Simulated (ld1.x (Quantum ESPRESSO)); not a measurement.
# An all-electron radial function and its pseudo partner (scandium)

Columns: radius, all-electron u(r) and pseudo u(r) of the 4s shell (level -15.84 eV) of scandium in the configuration [Ar] 3d1 4s0 4p0; LDA (PZ), scalar-relativistic, TM semilocal scheme, ld1.x (Quantum ESPRESSO) 7.5.

| r (bohr) | all-electron | pseudo |
| --- | --- | --- |
| 0.143 | -0.1156 | -0.0161 |
| 0.285 | -0.1761 | -0.0328 |
| 0.428 | 0.0243 | -0.0512 |
| 0.570 | 0.2213 | -0.0717 |
| 0.713 | 0.3236 | -0.0957 |
| 0.855 | 0.3276 | -0.1236 |
| 0.998 | 0.2602 | -0.1569 |
| 1.140 | 0.1516 | -0.1957 |
| 1.283 | 0.0235 | -0.2410 |
| 1.425 | -0.1065 | -0.2922 |
| 1.568 | -0.2298 | -0.3487 |
| 1.710 | -0.3389 | -0.4079 |
| 1.853 | -0.4324 | -0.4675 |
| 1.995 | -0.5080 | -0.5233 |
| 2.138 | -0.5670 | -0.5722 |
| 2.280 | -0.6096 | -0.6108 |
| 2.423 | -0.6380 | -0.6381 |
| 2.565 | -0.6535 | -0.6535 |
| 2.708 | -0.6581 | -0.6581 |
| 2.850 | -0.6535 | -0.6535 |
| 2.992 | -0.6414 | -0.6414 |
| 3.135 | -0.6233 | -0.6233 |
| 3.278 | -0.6004 | -0.6004 |
| 3.420 | -0.5743 | -0.5743 |
| 3.563 | -0.5454 | -0.5454 |
| 3.705 | -0.5153 | -0.5153 |

(1) How many radial nodes do the two functions have?

(2) At about which radius was the pseudo-wave matched?

(3) Is the pseudo-wave norm-conserving?

Answers

(1) The all-electron 4s function has n − l − 1 = 3 (the table is too coarse to show those close to the nucleus); the pseudo-wave has 0, since the states of the same l below it are removed with the core.

(2) 2.85 bohr. The columns agree to 0.0005 from 2.42 bohr on; several derivatives are matched, so the curves merge somewhat inside the radius.

(3) Yes: the TM semilocal scheme keeps the norm inside the radius equal to the all-electron one, which fixes the energy derivative of the logarithmic derivative at the level.
